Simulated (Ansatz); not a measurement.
`[CH3][Zn][S]` radical. Total charge 0; spin multiplicity 2.

```xyz
6

C     0.117   -0.805    0.065
Zn   -0.164    1.102   -0.089
S    -0.477    3.250   -0.262
H    -0.238   -1.169    1.031
H     1.180   -1.040   -0.021
H    -0.418   -1.338   -0.724
```

(1) What are the harmonic wavenumbers in cm⁻¹ at PBE0-D4/def2-TZVP (Ansatz, finite differences of forces, unscaled)? (An estimate is asked.)

(2) Is this a minimum?

Results:

(1) Ansatz gave: 110, 119, 326, 383, 587, 659, 1200, 1255, 1432, 3054, 3118, 3137.

(2) Yes, all 12 modes are real.
